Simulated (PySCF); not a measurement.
Partial charges of `CCCB1NCCN1`

Compound: C5H13BN2.
Geometry (PBE0-D3(BJ)/def2-SVP, Å), atoms numbered from 1 in this order:
```
atom  x, y, z in Å
C1    -2.5112   -0.6152    0.5874
C2    -2.1798    0.6406   -0.2062
C3    -1.0067    0.4538   -1.1682
B4     0.3893    0.1689   -0.4857
N5     0.7834    0.5420    0.8312
C6     2.0825   -0.0180    1.1471
C7     2.6791   -0.3380   -0.2339
N8     1.5109   -0.4766   -1.0804
H9    -1.6417   -0.9533    1.1738
H10   -2.7931   -1.4437   -0.0827
H11   -3.3472   -0.4528    1.2854
H12   -3.0775    0.9664   -0.7596
H13   -1.9523    1.4674    0.4911
H14   -0.8862    1.3627   -1.7869
H15   -1.2359   -0.3541   -1.8865
H16    0.1753    0.8197    1.5866
H17    2.7256    0.6758    1.7146
H18    1.9933   -0.9449    1.7486
H19    3.3009   -1.2489   -0.2037
H20    3.3342    0.4917   -0.5687
H21    1.6384   -0.6765   -2.0613
```

Density: PBE0/pcSseg-1 (PySCF); schemes: Mulliken, IAO, Hirshfeld and ESP-fitted. One conformer (not necessarily the lowest) at the PBE0-D3(BJ)/def2-SVP geometry, without solvent, vibrations or thermal averaging.

Problem. Give the atomic charges in each scheme.

Solution. In e:

```csv
atom,environment,Mulliken,IAO,Hirshfeld,ESP-fitted
C1,methyl carbon,-0.303,-0.407,-0.118,-0.394
C2,chain CH2 carbon,-0.270,-0.230,-0.064,+0.326
C3,sp3 carbon bound to boron,-0.454,-0.401,-0.142,-0.598
B4,three-coordinate boron,+0.618,+0.273,+0.162,+0.510
N5,boron-bound nitrogen,-0.560,-0.439,-0.201,-0.585
C6,sp3 carbon bound to nitrogen,-0.041,-0.139,-0.021,-0.047
C7,sp3 carbon bound to nitrogen,-0.047,-0.139,-0.021,+0.098
N8,boron-bound nitrogen,-0.547,-0.439,-0.205,-0.630
H9,methyl hydrogen,+0.108,+0.130,+0.032,+0.093
H10,methyl hydrogen,+0.110,+0.131,+0.036,+0.101
H11,methyl hydrogen,+0.113,+0.133,+0.036,+0.079
H12,methylene hydrogen,+0.112,+0.126,+0.032,-0.027
H13,methylene hydrogen,+0.104,+0.117,+0.031,-0.056
H14,methylene hydrogen,+0.131,+0.146,+0.037,+0.130
H15,methylene hydrogen,+0.113,+0.133,+0.032,+0.135
H16,N–H hydrogen,+0.186,+0.257,+0.119,+0.336
H17,methylene hydrogen,+0.114,+0.131,+0.037,+0.062
H18,methylene hydrogen,+0.108,+0.115,+0.029,+0.070
H19,methylene hydrogen,+0.114,+0.131,+0.037,+0.036
H20,methylene hydrogen,+0.108,+0.114,+0.029,+0.042
H21,N–H hydrogen,+0.181,+0.258,+0.122,+0.319
```

Mean size of the charges over all atoms: ESP-fitted 0.223 e, Mulliken 0.212 e, IAO 0.209 e, Hirshfeld 0.074 e. Each set sums to the total charge, 0, to within 0.001 e. The Mulliken scheme counts on each atom the diagonal of the density matrix times the overlap matrix over that atom's basis functions. The IAO scheme projects the occupied orbitals on a minimal set of polarised atomic orbitals and counts the electrons in each atom's part of it.

Lowest charge. All schemes pick atoms of one kind: Mulliken N5 (-0.560); IAO N5 and N8 (-0.439); Hirshfeld N8 (-0.205); ESP-fitted N8 (-0.630).

Highest charge. All schemes agree: Mulliken B4 (+0.618); IAO B4 (+0.273); Hirshfeld B4 (+0.162); ESP-fitted B4 (+0.510).

Problem. How closely do the schemes follow one another over all atoms?

Solution. Correlation coefficient and root-mean-square difference: Mulliken with Hirshfeld 0.97, 0.183 e; IAO with Hirshfeld 0.96, 0.149 e; Mulliken with IAO 0.94, 0.096 e; Hirshfeld with ESP-fitted 0.90, 0.221 e; Mulliken with ESP-fitted 0.85, 0.159 e; IAO with ESP-fitted 0.82, 0.171 e.

Problem. Sum the charges by element, for elements with more than one atom.

Solution. 
```tsv
element	atoms	Mulliken	IAO	Hirshfeld	ESP-fitted
C	5	-1.115	-1.316	-0.366	-0.615
N	2	-1.107	-0.878	-0.406	-1.215
H	13	+1.603	+1.921	+0.610	+1.319
```
